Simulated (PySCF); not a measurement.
C₂H₇NSi, singlet, geometry from GFN2-xTB. Base run: PySCF with M062X/6-31G, TDA.

The PySCF input:
```python
from pyscf import gto, scf, dft, tdscf

mol = gto.M(
    atom='''
Si   -1.200601    0.245983    0.796325
H    -1.904151    1.083165   -0.221202
N     0.215217   -0.051973   -0.125875
C     1.281674   -0.850780    0.409531
C     0.507150    0.418173   -1.454439
H     1.465959   -1.730905   -0.219430
H     2.214846   -0.275623    0.460116
H     1.023684   -1.185963    1.411659
H     1.417227    1.031091   -1.457890
H     0.667893   -0.425060   -2.137842
H    -0.316516    1.018982   -1.833386
''',
    basis='6-31g',
    charge=0,
    spin=0,
    verbose=4,
)

mf = dft.RKS(mol)
mf.xc = 'm062x'
mf.kernel()
td = mf.TDA()
td.nstates = 5
td.kernel()
td.analyze()
```

Variants of this job, named by their change:

```csv
change,first excitation (eV),oscillator strength of the first,second (eV),core-seconds (rough)
base,3.47,0.065,5.67,50
states = triplets,2.21,-,3.72,70
nstates = 15,3.47,0.065,5.67,100
guess vectors = 13 for 5 states,3.47,0.065,5.67,70
nstates = 2,3.47,0.065,5.67,50
response = full linear response,3.25,0.039,5.44,200
functional = pbe,3.52,0.059,5.41,20
nstates = 10,3.47,0.065,5.67,80
functional = lc_wpbe,3.58,0.070,5.97,40
functional = bhandhlyp,3.68,0.072,5.81,30
```

An iterative solver can miss low states, so a row lists the states that it found.
